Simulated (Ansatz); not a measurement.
Consider the redistribution: `C=C[CH2][Al]([F])[Cl]` + `[F][Sc]([Cl])[Cl]` → `C=C[CH2][Al]([Cl])[Cl]` + `[F][Sc]([F])[Cl]`.

Computed with Ansatz on PBE0-D4/def2-TZVP structures; ΔE is electronic, products minus reactants. CCSD(T)/CBS adds triple-zeta CCSD(T) − MP2 to the extrapolated MP2 energy (def2 sets, frozen cores). DFT in def2-TZVPP. B3LYP here is the variant with VWN-RPA as its local correlation; programs differ in this. For Sc outer-core shells are correlated without core-valence functions, which leaves a few kJ/mol of doubt a bond. Scalar relativity is left out up to krypton. One conformer a species, not always the lowest.

```tsv
level	ΔE (kcal/mol)	difference from CCSD(T)/CBS
B97M-V	2.2	-0.8
B3LYP-D4	1.7	-1.3
r2SCANh-D4	1.9	-1.1
ωB97X-V	0.7	-2.3
revPBE	0.4	-2.6
PBE0	1.3	-1.7
r2SCANh	2.1	-0.9
LC-ωPBE	-0.2	-3.2
MP2/def2-SVP	-0.1	-3.1
CCSD(T)/def2-SVP	0.4	-2.6
MP2/def2-TZVPP	2.0	-1.0
SCS-MP2/def2-TZVPP	2.4	-0.6
CCSD(T)/def2-TZVPP	2.6	-0.4
MP2/def2-QZVPP	2.3	-0.7
MP2/CBS(def2)	2.3	-0.7
CCSD/CBS(def2)	3.3	0.3
CCSD(T)/CBS	3.0	0
```

Largest T1 diagnostic among the species: 0.016.

From BLYP to BHLYP (50 % exact exchange), in def2-TZVPP and without D4, ΔE moves by +1.4 kcal/mol. The D4 term adds −0.9 kcal/mol with B3LYP and −0.5 kcal/mol with PBE0; it sums over pairs of atoms, weighted by their polarisabilities, and B3LYP, whose exchange is more repulsive, gets the larger term.
